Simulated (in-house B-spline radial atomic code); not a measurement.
Computed with a B-spline radial atomic code. Model: two electrons, singlet ground state, non-relativistic, full CI in B-splines with partial waves to l = 8 (at full coupling up to 3e-4 hartree above the limit, correlation up to 0.6 % small), density held at that of full coupling by Lieb maximisation.

Along the adiabatic connection the electron repulsion is scaled by a coupling λ while a local potential keeps the density fixed. At λ = 0 the system is the Kohn-Sham one and W equals the exchange energy; the exchange-correlation energy is the area under W between 0 and 1. The kinetic energy rises with λ as the electrons avoid each other, with dT/dλ = −λ dW/dλ.

Command:
```bash
python run_ac.py task.json out
```
Settings (lengths in bohr, energies in hartree):
```
potential              gauss
strength               6.92
lmax                   8
second                 11.6
```

Run time, properties included: 99 s on 1 thread of Intel(R) Xeon(R) Processor @ 2.30GHz, on a shared host.

**W = mean repulsion less Hartree energy, and W of three functionals.**

Given: confinement Gaussian well; well depth 6.92 hartree; well width 11.6 bohr; external potential -V exp(-r^2/w^2).

Computed: PBE exchange minus exact 16.917 millihartree; SCAN exchange minus exact 0.74915 millihartree.

| coupling | W xc (hartree) | W xc minus exchange (millihartree) | kinetic minus Kohn-Sham (millihartree) | LDA (PW92) W minus its exchange (millihartree) | PBE W minus its exchange (millihartree) | SCAN W minus its exchange (millihartree) |
| --- | --- | --- | --- | --- | --- | --- |
| 0 | -0.39737 | 0 | 0 | 0 | 0 | 0 |
| 0.02 | -0.39937 | -2.004 | 0.02 | -9.8 | -3.3 | -1.88 |
| 0.05 | ? | ? | ? | ? | ? | ? |
| 0.12 | -0.40871 | -11.341 | 0.66 | -35.2 | -16.89 | -10.41 |
| 0.25 | -0.41933 | -21.96 | 2.61 | -55.83 | -30.69 | -20.06 |
| 0.4 | ? | ? | ? | ? | ? | ? |
| 0.6 | -0.4414 | -44.034 | 11.75 | -90.7 | -57.33 | -40.62 |
| 0.8 | -0.45091 | -53.541 | 18.38 | -104.41 | -68.61 | -49.88 |
| 1 | -0.45882 | -61.45 | 25.47 | -115.6 | -78.09 | -57.83 |
| 1.4 | -0.47119 | -73.822 | 40.19 | -133.11 | -93.28 | -70.79 |
| 2 | -0.48421 | -86.845 | 62.07 | -151.95 | -110.05 | -85.15 |
| 3 | -0.49806 | -100.69 | 96.12 | -172.99 | -129.18 | -101.09 |
| 4.5 | -0.51037 | -113 | 141.42 | -192.94 | -147.62 | -115.34 |
| 7 | -0.52187 | -124.5 | 206.09 | -212.92 | -166.31 | -127.91 |

Problem. What belongs in the row 0.05?

Solution. W xc (hartree): -0.40229; W xc minus exchange (millihartree): -4.922; kinetic minus Kohn-Sham (millihartree): 0.12; LDA (PW92) W minus its exchange (millihartree): -19.29; PBE W minus its exchange (millihartree): -7.79; SCAN W minus its exchange (millihartree): -4.56.

Problem. What belongs in the row 0.4?

Solution. W xc (hartree): -0.4298; W xc minus exchange (millihartree): -32.433; kinetic minus Kohn-Sham (millihartree): 5.99; LDA (PW92) W minus its exchange (millihartree): -73.17; PBE W minus its exchange (millihartree): -43.51; SCAN W minus its exchange (millihartree): -29.69.

Problem. What is the LDA exchange minus exact?

Solution. 57.127 millihartree.

**Energy parts, natural occupations and partial-wave weights.**

Computed: total energy -12.5078 hartree; exchange energy -0.39737 hartree; correlation energy -0.035976 hartree; kinetic part of the DFT correlation energy 0.025474 hartree; initial slope twice GL2 -0.1014 hartree; kinetic part over minus potential part 0.41455; Kohn-Sham kinetic 0.37839 hartree.

| natural | occupation of the shell (electrons) |
| --- | --- |
| s | 1.9241 |
| p | ? |
| s | 0.0037872 |
| d | 0.0012965 |
| p | 0.00030587 |
| f | 0.00014351 |

Problem. What belongs in the row p?

Solution. occupation of the shell (electrons): 0.070206.

```
wave      weight
   s     0.96396
   p    0.035264
   d           ?
   f  7.8868e-05
   g  1.6938e-05
```

Problem. What belongs in the row d?

Solution. weight: 0.0006753.

Problem. What is the Lieb Oxford ratio E_xc over LDA exchange?

Solution. 1.2736.

Problem. What is the Hartree energy?

Solution. 0.79474 hartree.

Half-way to full coupling W has made 62 % of its drop, against 50 % for a straight line, and second-order (GL2) theory, half the initial slope, overshoots the correlation energy by about 41 %: a marked bend. Over couplings 0 to 1 the errors in E_xc come to about +17 millihartree for LDA, +5.7 millihartree for PBE, +3.4 millihartree for SCAN, so SCAN is nearest. In LDA and PBE the errors of exchange and correlation have opposite signs, so the sum is smaller than the larger of the two.
